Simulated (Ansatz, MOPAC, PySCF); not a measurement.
Molecule: InBr (charge 0, singlet). SMILES: [In][Br]
Geometry from a B3LYP-D3(BJ)/def2-TZVP (Ansatz, a first-principles code) optimisation:
```xyz
2

In     0.0000     0.0000    -1.0815
Br     0.0000     0.0000     1.5141
```
Charge 0, spin multiplicity 1.

Unscaled harmonic wavenumbers (cm⁻¹) in rising order, each level at the stationary point that it reaches from this structure (no distance between atoms moves by over 0.3 Å); the order of modes can differ between levels, and a negative number is imaginary. B3LYP-D3(BJ)/def2-TZVP (PySCF, at the structure above): 209.

PM6 (MOPAC): 267. Zero-point energy 0.4 against 0.3 kcal/mol.

HF/3-21G (Ansatz): 218. Zero-point energy 0.3 against 0.3 kcal/mol.
